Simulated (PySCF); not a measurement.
## I²⁺: excitation energy

I²⁺ [Kr] 4d10 5s2 5p3 (4S) → I²⁺ [Kr] 4d10 5s1 5p4, s spin flipped, as a difference of total energies. Calculation: PySCF 2.14, in aug-cc-pVTZ-DK3; the spin-free X2C one-electron Hamiltonian (Gaussian nucleus). Correlated levels: valence: [Kr] 4d10 frozen. The calculations carry no spin-orbit coupling.

| method | excitation energy (cm⁻¹) |
| --- | --- |
| UHF | 132980 |
| LDA | 105600 |
| PBE | 106340 |
| PBE0 | 112830 |
| r2SCAN | 111900 |
| TPSSh | 110150 |
| r2SCANh | 113840 |
| M06-L | 108000 |
| B3LYP | 109850 |
| MP2 (valence) | 120020 |
| SCS-MP2 (valence) | 117530 |

The upper determinant mixes two multiplicities, so it lies between the two terms.
